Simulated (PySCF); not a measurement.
## Basis and Hamiltonian dependence of the excitation energy of Sc

Sc [Ar] 3d1 4s2 (2D) → Sc [Ar] 3d3 (4F). All values are computed (PySCF 2.14, energy differences of UHF-based or UKS calculations, no spin-orbit coupling). Values in eV.

```
                                                                   basis       Hamiltonian  functions    UHF    LDA   PBE0  MP2 (valence)  CCSD(T) (valence)  CCSD(T) (valence and next inner shell)
                                                            ANO-RCC-VTZP     spin-free X2C         59  4.892  3.348  3.633          4.970              5.001                                   4.813
                                                             aug-cc-pVDZ  non-relativistic         59  4.499  2.925  3.204          4.482              4.414                                     n/a
                                                          aug-cc-pVDZ-DK     spin-free X2C         59  4.682  3.113  3.393          4.667              4.591                                     n/a
                                                            x2c-TZVPPall     spin-free X2C         64  4.669  3.095  3.392          4.687              4.604                                   4.647
       x2c-TZVPPall with one added diffuse shell each of s, p, d, f type     spin-free X2C         80  4.665    n/a    n/a          4.676              4.581                                     n/a
                                                             aug-cc-pVTZ  non-relativistic         93  4.491  2.878  3.183          4.491              4.407                                     n/a
                                                             def2-QZVPPD  non-relativistic         93  4.503  2.879  3.189          4.497              4.421                                   4.286
                                                          aug-cc-pVTZ-DK     spin-free X2C         93  4.673    n/a    n/a          4.677              4.585                                     n/a
                                                            x2c-QZVPPall     spin-free X2C         96  4.685  3.069  3.380          4.683              4.600                                   4.484
                                                           aug-cc-pwCVTZ  non-relativistic        127  4.499  2.872  3.183          4.482                n/a                                     n/a
                                                        aug-cc-pwCVTZ-DK     spin-free X2C        127  4.681  3.069  3.379          4.668                n/a                                     n/a
aug-cc-pwCVTZ-DK with one added diffuse shell each of s, p, d, f, g type     spin-free X2C        152  4.681  3.069  3.378          4.668                n/a                                     n/a
```

Frozen in the all-electron rows: valence and next inner shell: [Ne]; valence: [Ar].

Non-relativistic rows lack the scalar-relativistic shift.
